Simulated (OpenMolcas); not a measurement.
Mo5+ with 4 ligands (fluoride) in square-planar coordination (D4h) at 1.77 Å. Ligand basis ANO-RCC-VDZP.
```
Mo    0.0000    0.0000    0.0000
F     1.7700    0.0000    0.0000
F     0.0000    1.7700    0.0000
F    -1.7700    0.0000    0.0000
F     0.0000   -1.7700    0.0000
```

- Program: OpenMolcas
- Method: SS-CASPT2, IPEA 0.25 Eh, imaginary shift 0.1 Eh (closed shells correlated: 4s 4p and the ligand valence shells)
- Basis: ANO-RCC-VTZP [7s6p4d2f1g]
- Scalar Hamiltonian: DKH2, point nucleus
- Active space: 1 electron in 5 orbitals (4d)
- State averaging: 2S+1 = 2 even, 5 roots
- Spin-orbit coupling: state interaction with AMFI integrals over the reference wave functions

What is the spin-free ground state?

A state of multiplicity 2, 1-fold in its orbital part; it has the highest spin that d1 allows.

Where is the first state of the same spin?

2E at 10300 cm-1 above the ground state.

What are the lowest two levels with spin-orbit coupling?

A 2-fold level with g = 1.73, 1.73, 1.99, then a 2-fold level 10070 cm-1 above it. Their leading multiplicities are 2 (100 %) and 2 (100 %).

What is χT at 300 K, and how does it compare with the textbook value?

The lowest level has 2S+1 = 2, for which the spin-only value is χT = S(S+1) / 2 = 0.375 cm3 K/mol (g = 2). The computed 0.323 at 300 K differs by -0.052, through orbital momentum, spin-orbit coupling and any other state in reach.

Over all roots computed the reference weight is 0.73 to 0.74; a low but even weight reflects the number of correlated electrons. The least metal-like active orbital is 70 % on the metal (Löwdin) and no ligand orbital is active, so the numbers are rough. Ligand-to-metal charge-transfer states are missing. No measured value stands beside these numbers; the geometry is a model, was not optimised and need not be the one that this ion takes.
